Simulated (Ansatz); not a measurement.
All values below come from B3LYP-D3(BJ)/def2-TZVP (Ansatz, a program for electronic structure). No frequencies were computed at this level.

Ansatz 0.2 input:
```yaml
crystal:
  periodic: [false, false, false]
  atoms:
    - { symbol: C, position_ang: [-1.475662, 0.102497, -0.106998] }
    - { symbol: C, position_ang: [-0.135482, -0.22101, 0.462157] }
    - { symbol: C, position_ang: [1.008292, 0.039179, -0.150603] }
    - { symbol: O, position_ang: [2.219398, -0.274431, 0.407294] }
    - { symbol: H, position_ang: [-2.070764, -0.804176, -0.213723] }
    - { symbol: H, position_ang: [-1.380728, 0.5751, -1.081686] }
    - { symbol: H, position_ang: [-2.016957, 0.775573, 0.557501] }
    - { symbol: H, position_ang: [-0.114244, -0.695155, 1.431902] }
    - { symbol: H, position_ang: [1.033381, 0.51407, -1.125098] }
    - { symbol: H, position_ang: [2.932766, -0.011648, -0.180747] }
basis:
  gaussian: { orbitals: def2-tzvp }
hamiltonian:
  xc: b3lyp
  dispersion: d3bj
relax:
  max_steps: 150
```

Output:

```
Functional definition: B3LYP
955 factors; their error is unknown
mean field evaluation 1: about -5247.5558 eV, gradient 6.8e1 eV
mean field evaluation 2: about -5240.7970 eV, gradient 8.6e1 eV
mean field evaluation 4: about -5257.4553 eV, gradient 5.9e0 eV
mean field evaluation 8: about -5257.5180 eV, gradient 5.2e-1 eV
mean field evaluation 16: about -5257.5184 eV, gradient 6.9e-6 eV
mean field -5257.51837133 eV, -193.2102364723 hartree, gradient 7.2e-6 eV, S^2 0.000000; 0 other end points of the search recorded, 0 dependent functions left out
reference -5257.51862949 eV, -193.2102459595 hartree; 16, 16 occupied and 144, 144 virtual orbitals, 955 factors
relax step   1: F+E_penalty+E_count = -5257.77831766 eV  Δ(F+E_penalty+E_count) = +0.000e0 eV  max|allowed force component| = 1.779e-1 eV/Å  Δτ_max = 0.0000 Å  (31 SCF iters, accepted)
these checks for a lower state are left out or cut short: starts, cluster_reference, orbital_swaps, neighbouring_geometries, increment
955 factors; their error is unknown
mean field -5257.52505347 eV, -193.2104820366 hartree, gradient 1.4e-5 eV, S^2 0.000000; 0 other end points of the search recorded, 0 dependent functions left out
reference -5257.52531217 eV, -193.2104915435 hartree; 16, 16 occupied and 144, 144 virtual orbitals, 955 factors
relax step   2: F+E_penalty+E_count = -5257.78438579 eV  Δ(F+E_penalty+E_count) = -6.068e-3 eV  max|allowed force component| = 8.422e-2 eV/Å  Δτ_max = 0.0156 Å  (32 SCF iters, accepted)
these checks for a lower state are left out or cut short: starts, cluster_reference, orbital_swaps, neighbouring_geometries, increment
955 factors; their error is unknown
mean field evaluation 32: about -5257.5259 eV, gradient 1.4e-5 eV
mean field -5257.52587734 eV, -193.2105123133 hartree, gradient 1.4e-5 eV, S^2 0.000000; 0 other end points of the search recorded, 0 dependent functions left out
reference -5257.52613624 eV, -193.2105218275 hartree; 16, 16 occupied and 144, 144 virtual orbitals, 955 factors
relax step   3: F+E_penalty+E_count = -5257.78508553 eV  Δ(F+E_penalty+E_count) = -6.997e-4 eV  max|allowed force component| = 2.931e-2 eV/Å  Δτ_max = 0.0080 Å  (33 SCF iters, accepted)
these checks for a lower state are left out or cut short: starts, cluster_reference, orbital_swaps, neighbouring_geometries, increment
955 factors; their error is unknown
mean field -5257.52589608 eV, -193.2105130017 hartree, gradient 1.4e-5 eV, S^2 0.000000; 0 other end points of the search recorded, 0 dependent functions left out
reference -5257.52615495 eV, -193.2105225154 hartree; 16, 16 occupied and 144, 144 virtual orbitals, 955 factors
relax step   4: F+E_penalty+E_count = -5257.78512356 eV  Δ(F+E_penalty+E_count) = -3.803e-5 eV  max|allowed force component| = 8.603e-3 eV/Å  Δτ_max = 0.0016 Å  (35 SCF iters, accepted)
955 factors; their error is unknown
mean field evaluation 64: about -5257.5259 eV, gradient 2.2e-5 eV
mean field -5257.52589608 eV, -193.2105130017 hartree, gradient 1.4e-5 eV, S^2 0.000000; 1 other end points of the search recorded, 0 dependent functions left out
reference -5257.52615495 eV, -193.2105225154 hartree; 16, 16 occupied and 144, 144 virtual orbitals, 955 factors
Total energy: -5257.78538244 eV, -193.2200489496 hartree
Atom 0 at    -1.475733     0.101029    -0.103986 Å, force     0.002584    -0.000286     0.000405 eV/Å
Atom 1 at    -0.132965    -0.225124     0.470409 Å, force    -0.008480     0.001310    -0.002092 eV/Å
Atom 2 at     1.011823     0.036407    -0.145171 Å, force    -0.008603     0.002434    -0.004385 eV/Å
Atom 3 at     2.228088    -0.274619     0.407074 Å, force     0.006764    -0.003674     0.007054 eV/Å
Atom 4 at    -2.088778    -0.797103    -0.224305 Å, force     0.001996     0.000448     0.000917 eV/Å
Atom 5 at    -1.386031     0.575931    -1.083017 Å, force     0.001167    -0.000769     0.001494 eV/Å
Atom 6 at    -2.035042     0.780559     0.545900 Å, force     0.001944    -0.001107     0.000158 eV/Å
Atom 7 at    -0.095160    -0.702031     1.444656 Å, force     0.002492     0.000931    -0.002080 eV/Å
Atom 8 at     1.041975     0.512030    -1.121519 Å, force     0.002013    -0.000519     0.000923 eV/Å
Atom 9 at     2.931823    -0.007078    -0.190042 Å, force    -0.001877     0.001233    -0.002395 eV/Å
Dipole moment:     0.097322     0.145301    -0.304420 e Å
```

Cost: about 16 core-seconds (a rough figure).
